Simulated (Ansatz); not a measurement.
Reactions of AlH₅SSi₂, SMILES `[SiH3][SiH]1[AlH][S]1`.

Gas-phase electronic energies from Ansatz, PBE0-D4/def2-TZVP geometries. CCSD(T)/CBS adds triple-zeta CCSD(T) − MP2 to the extrapolated MP2 energy (def2 sets, frozen cores). DFT in def2-TZVPP. For Ga outer-core shells are correlated without core-valence functions, which leaves a few kJ/mol of doubt a bond. Scalar relativity is left out up to krypton. Each species was taken in one conformer, which may not be the lowest.

```json
{"reaction": "`[SiH3][SiH]1[AlH][S]1` + `NC([SiH3])S` → `NC([SiH3])S[SiH3]` + `[AlH]1[SiH2][S]1`", "CCSD(T)/CBS(def2) (kJ/mol)": "-46"}
{"reaction": "`[SiH3][SiH]1[AlH][S]1` + `SC1CO1` → `[SiH3]C1(S)CO1` + `[AlH]1[SiH2][S]1`", "CCSD(T)/CBS(def2) (kJ/mol)": "?"}
{"reaction": "`[SiH3][SiH]1[AlH][S]1` + `CO[SiH](N)O` → `CO[SiH](N)O[SiH3]` + `[AlH]1[SiH2][S]1`", "CCSD(T)/CBS(def2) (kJ/mol)": "-93"}
{"reaction": "`[SiH3][SiH]1[AlH][S]1` + `C=C(O)Cl` → `C=C(Cl)O[SiH3]` + `[AlH]1[SiH2][S]1`", "CCSD(T)/CBS(def2) (kJ/mol)": "-75"}
{"reaction": "`[SiH3][SiH]1[AlH][S]1` + `CO[SiH](O)O` → `CO[SiH](O)O[SiH3]` + `[AlH]1[SiH2][S]1`", "CCSD(T)/CBS(def2) (kJ/mol)": "?"}
{"reaction": "`[SiH3][SiH]1[AlH][S]1` + `C[O][Ga]([OH])[SH]` → `C[O][Ga]([SH])[O][SiH3]` + `[AlH]1[SiH2][S]1`", "CCSD(T)/CBS(def2) (kJ/mol)": "-86"}
```

Problem. Fill in the missing values. (Best estimate.)

Solution. Computed: `[SiH3][SiH]1[AlH][S]1` + `SC1CO1` → `[SiH3]C1(S)CO1` + `[AlH]1[SiH2][S]1`: +21.1 kJ/mol; `[SiH3][SiH]1[AlH][S]1` + `CO[SiH](O)O` → `CO[SiH](O)O[SiH3]` + `[AlH]1[SiH2][S]1`: -90.3 kJ/mol.

Largest T1 diagnostic: 0.015, for `[SiH3][SiH]1[AlH][S]1`.
